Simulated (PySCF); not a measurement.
C2HF2, SMILES [CH]=C(F)F, multiplicity 2. Geometry optimised at PBE-D3(BJ)/def2-TZVP. The isomer is the one that the SMILES or the coordinates give; other isomers of the formula were not compared.

Task: Give the equilibrium geometry at PBE-D3(BJ)/def2-TZVP (PySCF confirms it by a frequency run) as Cartesian coordinates in Å, and its point group. (The exact figures need the calculation; the answer reports its results.)

Result: point group Cs.
```xyz
5

C      0.5017     1.3431     0.0000
C      0.0621     0.1107     0.0000
F      0.8331    -0.9756     0.0000
F     -1.2275    -0.2568     0.0000
H      0.1664     2.3683     0.0000
```
Charge 0, spin multiplicity 2.
